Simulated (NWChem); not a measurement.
C2H3FSi; SMILES C(#C)[SiH2]F

```xyz
7

Si    -0.4849     0.6241    -0.0004
F      0.8426     1.5575     0.0006
C      0.0182    -1.1320    -0.0013
C      0.3352    -2.3067    -0.0018
H     -1.2608     0.9256    -1.2305
H     -1.2617     0.9243     1.2294
H      0.6178    -3.3452    -0.0022
```
Atoms are numbered in this order, from 1.

All runs: NWChem. Pople sets run with spherical d functions. The geometry was optimised at PBE0/def2-SVP. Field at 589 nm.

Question: What does the run give for B3LYP/6-31G*? Quantities: isotropic polarisability (bohr³); anisotropy (bohr³).

Answer: The isotropic polarisability (bohr³) comes out as 37.5 and the anisotropy (bohr³) comes out as 32.4.
